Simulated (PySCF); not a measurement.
# Correlation energy of Xe³⁺ (xenon, charge +3)

[Kr] 4d10 5s2 5p3, high-spin 4S determinant. Calculation: PySCF 2.14, in def2-SVP with the def2 core potential (28 electrons) (6s5p3d2f, 50 functions); a scalar-relativistic core potential. Frozen: 4s2 4p6 4d10; 5 electrons correlated.

MP2 pair energies summed by pair of shells (mhartree):

```
 pair  energy  share (%)
5s-5p  -45.67       67.2
5p-5p  -15.04       22.1
5s-5s   -7.25       10.7
```

Total MP2 correlation energy: -67.97 mhartree.

Same-spin part -17.63 and opposite-spin part -50.34 mhartree; SCS-MP2 scales them by 1/3 and 6/5 to -66.28 mhartree.

```tsv
level	correlation energy (mhartree)
CCSD	-81.00
(T)	-1.86
CCSD(T)	-82.86
```

Diagnostics: T1 = 0.0014, D1 = 0.0034, largest double amplitude 0.050.

Q: Is a single reference adequate?

A: Yes, within this model without spin-orbit coupling: T1 lies below 0.03 and no double amplitude reaches 0.07.
